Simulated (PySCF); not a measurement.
**Question.** Give a PBE0-D3(BJ)/def2-SVP geometry of InChI=1S/C10H14/c1-2-9-7-8-3-5-10(9)6-4-8/h2,7-8,10H,1,3-6H2/t8-,10+.

**Answer.** 
```xyz
24
C10H14 angstrom
C     -3.3340    0.6521   -0.3894
C     -2.4193    0.4732    0.5746
C     -0.9889    0.2772    0.3939
C     -0.1322    0.0892    1.4207
C      1.3010   -0.0995    1.0237
C      1.3770   -1.3168    0.0782
C      0.4084   -1.1032   -1.1028
C     -0.2996    0.2565   -0.9482
C      0.7737    1.3619   -0.9535
C      1.7429    1.1453    0.2265
H     -4.3895    0.7914   -0.1442
H     -3.0677    0.6669   -1.4496
H     -2.7542    0.4674    1.6191
H     -0.4558    0.0729    2.4658
H      1.9535   -0.2493    1.8961
H      2.4147   -1.4364   -0.2737
H      1.1235   -2.2308    0.6354
H      0.9461   -1.1212   -2.0645
H     -0.3449   -1.9041   -1.1452
H     -1.0055    0.4120   -1.7756
H      0.2849    2.3454   -0.8871
H      1.3098    1.3376   -1.9162
H      2.7762    0.9986   -0.1281
H      1.7568    2.0218    0.8911
```

Any rigid rotation of these coordinates is as good. Atoms count from 1 in this order. The 6-membered ring C3–C4–C5–C6–C7–C8 has internal angles of 108.0° to 115.0° (sum 662°, against 720° for a flat polygon); it is puckered, 0.33 Å rms from its mean plane, widest ring torsion 59°. The 6-membered ring C3–C4–C5–C10–C9–C8 has internal angles of 108.0° to 115.0°; it is puckered, 0.33 Å rms from its mean plane, widest ring torsion 58°. Of the pairs four or more bonds apart, H12···H20 is among the closest relative to their van der Waals radii: 2.10 Å, 88 % of the sum of Bondi's values. The C–C distances run from 1.341 Å (C1=C2, drawn double) to 1.543 Å (C5–C6, drawn single), a spread of 0.202 Å.

Bonds between heavy atoms (Å): C1=C2 1.341, C2–C3 1.455, C3=C4 1.350, C4–C5 1.499, C5–C6 1.543, C6–C7 1.542, C7–C8 1.541, C8–C9 1.541, C9–C10 1.542, C3–C8 1.509, C5–C10 1.543.

The calculation used PySCF 2.14.0, PBE0-D3(BJ)/def2-SVP geometry optimisation, gas phase.

Point group: Cs (every atom within 0.08 Å of its image). No frequency check. One conformer, not necessarily the lowest (C1–C2–C3–C4 -179°).
